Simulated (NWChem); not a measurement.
Species: BI₂F; SMILES FB(I)I

Program: NWChem. Geometry: optimised at PBE0/def2-SVP. def2 effective core potentials on I; no spin-orbit coupling. Ions are spin-unrestricted doublets at the neutral geometry; other ion states weren't tried.

```
level               vertical ionisation energy, ΔSCF (eV)  −ε(HOMO) (eV)  ΔSCF minus −ε(HOMO) (eV)
------------------  -------------------------------------  -------------  ------------------------
B3LYP/def2-SVP                                       9.61           7.35                      2.26
PBE/def2-SVP                                          [?]            [?]                       [?]
BHandHLYP/def2-SVP                                   9.86           8.61                      1.25
PBE0/def2-SVP                                        9.72           7.66                      2.06
CAM-B3LYP/def2-SVP                                   9.89           8.84                      1.05
```

Q: Some entries are withheld; supply them.

A: 
- PBE/def2-SVP, vertical ionisation energy, ΔSCF (eV): 9.34
- PBE/def2-SVP, −ε(HOMO) (eV): 6.46
- PBE/def2-SVP, ΔSCF minus −ε(HOMO) (eV): 2.88
